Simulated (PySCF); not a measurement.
Computed with PBE0-D4/def2-TZVP (PySCF 2.14.0). Gas-phase values, no solvent. Delta-SCF ions had no search for a lower state. Excitations are Tamm–Dancoff values on a coarser integration grid. The basis has no diffuse functions, so Rydberg states are missing or too high.

Reference species (SMILES): `[C-]#[N+][SiH2]Cl` (neutral, multiplicity 1).

```json
{
 "HOMO": "-9.21 eV",
 "T1 excitation (TDA)": "5.10 eV",
 "HOMO–LUMO gap": "8.24 eV",
 "vertical ionisation energy (Delta-SCF)": "11.50 eV"
}
```

After one change: the HOMO rises by 0.51 eV; the T1 excitation (TDA) rises by 1.32 eV; the HOMO–LUMO gap goes up by 0.14 eV; the vertical ionisation energy (Delta-SCF) drops by 0.60 eV.

Q: Name the change that produced these shifts. The new species is one of these.
A) `Cl[SiH2]Br`
B) `Cl[SiH2]I`
C) `CC#C[SiH2]Cl`
D) `S[SiH2]Cl` (H–S–Si–Cl torsion 70°)

A: A, `Cl[SiH2]Br`
